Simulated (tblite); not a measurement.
Compound: C6H14GeO.
Atom-mapped SMILES: `[GeH3:1][CH2:2][C@@H:3]1[CH2:4][CH2:5][CH2:6][CH2:7][O:8]1` (hydrogens: H9, H10, H11 on Ge1; H12, H13 on C2; H14 on C3; H15, H16 on C4; H17, H18 on C5; H19, H20 on C6; H21, H22 on C7)

Computed with GFN2-xTB (tblite), gas phase: L-BFGS steps from a force-field or distance-geometry start until the largest atomic force falls under 0.01 eV/Å.

Step 25: E = -707.0798 eV
```
atom  x, y, z in Å  |  force x, y, z in eV/Å
Ge1     3.1295    0.1620   -0.4973   -0.055  -0.059  -0.041
C2      1.6789   -0.0906    0.8122   -0.012   0.006   0.018
C3      0.3473    0.2867    0.1896   -0.005   0.011  -0.030
C4     -0.8534    0.0496    1.1077    0.009  -0.041   0.025
C5     -2.1471    0.3399    0.3487    0.025   0.017   0.018
C6     -2.1836   -0.5338   -0.9022    0.031  -0.005   0.041
C7     -0.9179   -0.2865   -1.7255   -0.016   0.006  -0.028
O8      0.2624   -0.4975   -0.9865   -0.015  -0.045  -0.038
H9      4.4373   -0.0937    0.1921    0.021   0.012  -0.024
H10     3.0859   -0.7136   -1.7018   -0.045   0.007   0.067
H11     3.1553    1.5866   -0.9563   -0.002   0.005  -0.026
H12     1.8721    0.5073    1.7034   -0.046  -0.007   0.003
H13     1.6452   -1.1403    1.1080   -0.023   0.052   0.038
H14     0.3509    1.3523   -0.0977    0.050   0.072   0.003
H15    -0.7705    0.6853    1.9917    0.015  -0.013  -0.028
H16    -0.8436   -0.9939    1.4267   -0.022  -0.035   0.047
H17    -2.1663    1.3940    0.0587   -0.023   0.003   0.005
H18    -3.0166    0.1462    0.9812    0.039  -0.011  -0.018
H19    -3.0662   -0.3128   -1.5072    0.078  -0.029   0.015
H20    -2.2130   -1.5840   -0.6053   -0.034  -0.008  -0.020
H21    -0.9347    0.7417   -2.1196    0.018   0.031   0.010
H22    -0.8622   -0.9856   -2.5630    0.012   0.030  -0.036
```

Step 26: E = -707.0812 eV
```
atom  x, y, z in Å  |  force x, y, z in eV/Å
Ge1     3.1246    0.1586   -0.5014   -0.021  -0.005   0.010
C2      1.6800   -0.0900    0.8149   -0.034   0.025  -0.018
C3      0.3481    0.2882    0.1920   -0.019   0.015  -0.023
C4     -0.8542    0.0479    1.1087    0.010  -0.021  -0.017
C5     -2.1471    0.3406    0.3480    0.039  -0.007   0.007
C6     -2.1815   -0.5344   -0.9022    0.046  -0.001   0.024
C7     -0.9163   -0.2830   -1.7261   -0.016   0.002  -0.016
O8      0.2649   -0.4933   -0.9875   -0.024   0.014  -0.002
H9      4.4350   -0.0938    0.1879    0.005   0.010  -0.040
H10     3.0756   -0.7210   -1.6997   -0.041  -0.010   0.035
H11     3.1519    1.5850   -0.9606   -0.007  -0.026  -0.026
H12     1.8731    0.5077    1.7051   -0.034   0.016   0.017
H13     1.6485   -1.1381    1.1125   -0.038   0.014   0.040
H14     0.3516    1.3567   -0.0894    0.050   0.023  -0.004
H15    -0.7728    0.6833    1.9926    0.019  -0.019  -0.013
H16    -0.8447   -0.9966    1.4242   -0.024  -0.030   0.056
H17    -2.1650    1.3942    0.0565   -0.018   0.004   0.009
H18    -3.0181    0.1483    0.9785    0.037  -0.014  -0.011
H19    -3.0652   -0.3182   -1.5074    0.083  -0.026   0.019
H20    -2.2054   -1.5849   -0.6055   -0.040  -0.004  -0.014
H21    -0.9370    0.7451   -2.1217    0.029   0.015   0.025
H22    -0.8564   -0.9828   -2.5620   -0.004   0.024  -0.056
```

Step 27: E = -707.0824 eV
```
atom  x, y, z in Å  |  force x, y, z in eV/Å
Ge1     3.1205    0.1558   -0.5043    0.011   0.042   0.053
C2      1.6803   -0.0893    0.8168   -0.044   0.033  -0.036
C3      0.3485    0.2893    0.1930   -0.022   0.012  -0.011
C4     -0.8544    0.0460    1.1093    0.011   0.001  -0.042
C5     -2.1464    0.3410    0.3478    0.040  -0.027  -0.005
C6     -2.1791   -0.5349   -0.9016    0.048  -0.003  -0.001
C7     -0.9154   -0.2804   -1.7270   -0.002   0.000  -0.004
O8      0.2661   -0.4905   -0.9886   -0.017   0.059   0.025
H9      4.4335   -0.0935    0.1842   -0.009   0.008  -0.051
H10     3.0668   -0.7266   -1.6970   -0.039  -0.029   0.002
H11     3.1493    1.5836   -0.9642   -0.012  -0.049  -0.026
H12     1.8728    0.5083    1.7065   -0.025   0.036   0.023
H13     1.6505   -1.1358    1.1168   -0.050  -0.015   0.037
H14     0.3535    1.3604   -0.0836    0.039  -0.024  -0.010
H15    -0.7738    0.6816    1.9927    0.024  -0.021   0.004
H16    -0.8460   -0.9992    1.4237   -0.019  -0.014   0.050
H17    -2.1645    1.3944    0.0552   -0.008   0.002   0.013
H18    -3.0183    0.1493    0.9764    0.029  -0.017   0.001
H19    -3.0629   -0.3225   -1.5072    0.065  -0.014   0.012
H20    -2.2007   -1.5857   -0.6060   -0.034  -0.004  -0.004
H21    -0.9381    0.7480   -2.1228    0.032   0.002   0.035
H22    -0.8524   -0.9801   -2.5626   -0.018   0.022  -0.064
```

Step 28: E = -707.0839 eV
```
atom  x, y, z in Å  |  force x, y, z in eV/Å
Ge1     3.1157    0.1531   -0.5070    0.031   0.070   0.082
C2      1.6798   -0.0878    0.8187   -0.040   0.029  -0.030
C3      0.3485    0.2910    0.1943   -0.016   0.005   0.005
C4     -0.8544    0.0437    1.1098    0.009   0.022  -0.047
C5     -2.1448    0.3412    0.3474    0.027  -0.039  -0.016
C6     -2.1753   -0.5358   -0.9009    0.037  -0.010  -0.029
C7     -0.9142   -0.2773   -1.7283    0.022  -0.002   0.006
O8      0.2675   -0.4861   -0.9896    0.006   0.085   0.037
H9      4.4317   -0.0930    0.1787   -0.017   0.005  -0.057
H10     3.0555   -0.7340   -1.6938   -0.034  -0.040  -0.020
H11     3.1459    1.5810   -0.9692   -0.018  -0.063  -0.028
H12     1.8718    0.5096    1.7085   -0.018   0.053   0.018
H13     1.6514   -1.1330    1.1227   -0.059  -0.032   0.026
H14     0.3565    1.3647   -0.0767    0.017  -0.064  -0.016
H15    -0.7747    0.6790    1.9928    0.027  -0.019   0.022
H16    -0.8480   -1.0023    1.4239   -0.008   0.013   0.034
H17    -2.1641    1.3945    0.0539    0.006  -0.004   0.016
H18    -3.0180    0.1503    0.9738    0.018  -0.024   0.013
H19    -3.0588   -0.3280   -1.5067    0.029   0.006  -0.005
H20    -2.1957   -1.5868   -0.6067   -0.018  -0.006   0.009
H21    -0.9387    0.7516   -2.1234    0.028  -0.007   0.041
H22    -0.8479   -0.9762   -2.5645   -0.029   0.024  -0.060
```

Task: Estimate the geometry and energy of step 29. (The exact step hangs on the optimiser's Hessian estimate; all steps are aligned on step 28, rigid shifts and turns removed.)

Result: E = -707.0856 eV, largest force 0.108 eV/Å
```
atom  x, y, z in Å  |  force x, y, z in eV/Å
Ge1     3.1098    0.1504   -0.5099    0.031   0.061   0.083
C2      1.6788   -0.0856    0.8215   -0.024   0.011   0.002
C3      0.3482    0.2939    0.1968   -0.001  -0.003   0.019
C4     -0.8547    0.0410    1.1101    0.005   0.036  -0.029
C5     -2.1427    0.3410    0.3463    0.003  -0.040  -0.024
C6     -2.1697   -0.5373   -0.9006    0.013  -0.019  -0.051
C7     -0.9119   -0.2733   -1.7297    0.046  -0.002   0.010
O8      0.2698   -0.4781   -0.9903    0.040   0.077   0.028
H9      4.4289   -0.0927    0.1700   -0.010  -0.001  -0.052
H10     3.0403   -0.7445   -1.6904   -0.027  -0.032  -0.019
H11     3.1409    1.5762   -0.9769   -0.024  -0.060  -0.033
H12     1.8706    0.5119    1.7115   -0.011   0.064   0.003
H13     1.6509   -1.1296    1.1305   -0.064  -0.034   0.007
H14     0.3602    1.3698   -0.0671   -0.012  -0.080  -0.024
H15    -0.7758    0.6748    1.9939    0.026  -0.013   0.038
H16    -0.8509   -1.0061    1.4241    0.007   0.043   0.010
H17    -2.1630    1.3943    0.0521    0.022  -0.014   0.017
H18    -3.0175    0.1516    0.9703    0.009  -0.035   0.022
H19    -3.0528   -0.3355   -1.5065   -0.016   0.029  -0.027
H20    -2.1887   -1.5884   -0.6070    0.003  -0.011   0.020
H21    -0.9393    0.7560   -2.1235    0.019  -0.007   0.042
H22    -0.8417   -0.9706   -2.5675   -0.035   0.030  -0.042
```

The energy changes by -0.0017 eV. The first-order estimate −F·Δx gives -0.0023 eV and the mean of the old and new forces, exact on a quadratic surface, -0.0017 eV. The step makes an angle of 76° with the force vector and moves no atom by more than 0.019 Å.

What follows is the cost of the whole relaxation. The run took 0.75 s on one thread of an Arm Neoverse V2 (shared host).
